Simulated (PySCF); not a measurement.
C₄H₇FO, SMILES C[C@@]1(F)CCO1. Geometry optimised at r2SCAN-D4/def2-SVP. The structure was generated by enumeration; whether it is a known compound was not checked.

Give the equilibrium geometry at r2SCAN-D4/def2-SVP (PySCF confirms it by a frequency run) as a Z-matrix. (The exact figures need the calculation; the answer reports its results.)


```
C
F 1 1.3878
O 1 1.4119 2 109.67
C 3 1.4451 1 92.14 2 107.32
H 4 1.1027 3 111.43 1 124.64
H 4 1.1040 5 109.29 3 -124.12
C 1 1.5029 2 107.78 3 -123.78
H 7 1.0988 1 110.46 2 -179.34
H 7 1.0999 8 109.59 1 -121.80
H 7 1.1003 8 108.85 9 -118.98
C 4 1.5347 5 116.41 6 -133.43
H 11 1.0983 4 117.00 5 126.59
H 11 1.0992 12 110.32 1 -130.20
```
Charge 0, spin multiplicity 1.
